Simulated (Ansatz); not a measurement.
Hg6Te3Br6. Total charge 0; singlet. Geometry PBE-D4/def2-SVP.

```xyz
15

Hg   -1.665    0.864   -2.290
Hg   -0.566    1.072    1.423
Hg   -2.599   -1.936    2.592
Hg    1.225   -1.834    2.383
Hg    1.443    3.107   -1.135
Hg    2.060   -1.181   -0.964
Te    2.904   -3.107    0.717
Te   -1.246    2.940   -0.530
Te   -0.706   -0.423    3.829
Br    1.478    0.412   -2.885
Br   -1.116   -1.342   -0.150
Br    3.621    4.048   -1.859
Br   -4.496   -3.331    1.869
Br   -2.583   -0.475   -4.160
Br    2.247    1.186    1.161
```

In the def2 sets Hg, Te take a core potential; there is no spin–orbit coupling. Single mean-field runs in def2-SVP, def2-TZVP are fitted with def2-universal-jkfit. The structure comes from a short search, and lower isomers may exist.

Q: Estimate the orbital energies around the gap (eV) in Ansatz with PBE-D4/def2-SVP, PBE-D4/def2-TZVP, r2SCAN-D4/def2-SVP, PBE0-D4/def2-SVP, PBE0-D4/def2-TZVP.

A: 
```tsv
orbital	PBE-D4/def2-SVP	PBE-D4/def2-TZVP	r2SCAN-D4/def2-SVP	PBE0-D4/def2-SVP	PBE0-D4/def2-TZVP
HOMO−13	-7.30	-7.35	-7.69	-8.55	-8.54
HOMO−12	-7.24	-7.30	-7.63	-8.50	-8.51
HOMO−11	-7.20	-7.24	-7.56	-8.37	-8.41
HOMO−10	-7.09	-7.14	-7.48	-8.29	-8.29
HOMO−9	-7.01	-7.10	-7.39	-8.21	-8.20
HOMO−8	-6.94	-6.98	-7.32	-8.14	-8.16
HOMO−7	-6.87	-6.93	-7.25	-8.08	-8.07
HOMO−6	-6.82	-6.88	-7.20	-8.02	-8.01
HOMO−5	-6.60	-6.71	-6.97	-7.88	-7.95
HOMO−4	-6.58	-6.66	-6.95	-7.82	-7.89
HOMO−3	-6.53	-6.63	-6.91	-7.75	-7.79
HOMO−2	-6.47	-6.58	-6.85	-7.74	-7.78
HOMO−1	-6.45	-6.56	-6.82	-7.68	-7.66
HOMO	-5.78	-5.84	-6.09	-6.83	-6.83
LUMO	-4.03	-4.04	-4.10	-3.47	-3.41
LUMO+1	-3.85	-3.85	-3.89	-3.24	-3.17
LUMO+2	-3.83	-3.81	-3.82	-3.20	-3.14
LUMO+3	-3.55	-3.58	-3.58	-2.90	-2.88
LUMO+4	-3.54	-3.55	-3.55	-2.88	-2.83
LUMO+5	-3.42	-3.43	-3.41	-2.74	-2.69
```
